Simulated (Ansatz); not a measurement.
Ge(NMe2)H3 (C2H9GeN), relaxed as a singlet with RKS PBE-D4/def2-SVP in Ansatz, starting from the GFN2-xTB geometry. Force threshold 0.02 eV/Å.

Start:

Cartesian coordinates in Å:
```
Ge -1.1984 -0.6850 -0.9808
N -0.1302 0.1101 0.2614
C 0.4260 1.4167 -0.0138
C 0.7675 -0.7047 1.0501
H 0.6285 1.9346 0.9276
H -0.2945 2.0008 -0.5853
H 1.3641 1.3678 -0.5812
H 0.2956 -1.6649 1.2549
H 1.7263 -0.8872 0.5481
H 0.9749 -0.2067 2.0011
H -2.1886 0.3621 -1.3748
H -1.8381 -1.8337 -0.2710
H -0.5333 -1.2099 -2.2361
```

(1) Estimate the energy that the relaxation releases and the steps that it takes.

(2) Does the start keep its bonding and symmetry?

(3) Predict the relaxed structure.

Results:

(1) 15.5 kJ/mol, in 7 steps; 11 s on 4 threads of Intel Xeon on a shared host. No frequencies were taken in this run, so the end may be a saddle point.

(2) By distances, no bond broke or formed. The bond that changes most is Ge1–H12, from 1.49 to 1.55 Å (atoms count from 1). Point group Cs at the start, Cs at the end, both within 0.05 Å.

(3) 
```tsv
atom	x (Å)	y (Å)	z (Å)
Ge1	-1.211	-0.688	-0.982
N2	-0.137	0.127	0.296
C3	0.416	1.430	-0.017
C4	0.761	-0.717	1.060
H5	0.690	1.967	0.921
H6	-0.331	2.056	-0.548
H7	1.341	1.396	-0.651
H8	0.269	-1.675	1.325
H9	1.720	-0.963	0.533
H10	1.041	-0.215	2.016
H11	-2.249	0.374	-1.427
H12	-1.884	-1.898	-0.286
H13	-0.428	-1.194	-2.241
```
Bond lengths: 2 × C–N 1.45 Å; 1 × Ge–N 1.86 Å; 6 × C–H 1.11 to 1.12 Å; 3 × Ge–H 1.55 to 1.57 Å.
